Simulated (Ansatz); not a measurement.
Mulliken charges of `SC1=C[Se][SiH2]1` from ωB97M-V/def2-TZVPP in Ansatz (PBE0-D4/def2-TZVP geometry).

| atom | x (Å) | y (Å) | z (Å) | charge (e) |
| --- | --- | --- | --- | --- |
| S1 | 0.451 | 2.205 | -0.207 | -0.090 |
| C2 | 0.309 | 0.466 | -0.174 | -0.232 |
| C3 | 1.238 | -0.393 | -0.622 | -0.031 |
| Se4 | 0.748 | -2.221 | -0.231 | -0.102 |
| Si5 | -0.839 | -0.776 | 0.593 | 0.252 |
| H6 | -0.859 | 2.477 | -0.321 | 0.106 |
| H7 | 2.176 | -0.169 | -1.123 | 0.118 |
| H8 | -2.193 | -0.898 | -0.004 | -0.013 |
| H9 | -0.943 | -0.738 | 2.072 | -0.007 |

Question: By hand: the dipole of these point charges (1 e Å = 4.8032 D).

Answer: Σ q r = (-0.238, -0.004, 0.070) e Å, of length 0.248 e Å = 1.19 D.

Question: How does the dipole of the full density compare? (An estimate is asked.)

Answer: Ansatz gave: (-0.234, 0.110, 0.036) e Å, 1.25 D; the point charges give 0.95 times that, at 27° from its direction.

Point charges leave out the atoms' own dipoles, such as those of lone pairs, and Mulliken's split depends on the basis, so the two needn't agree.
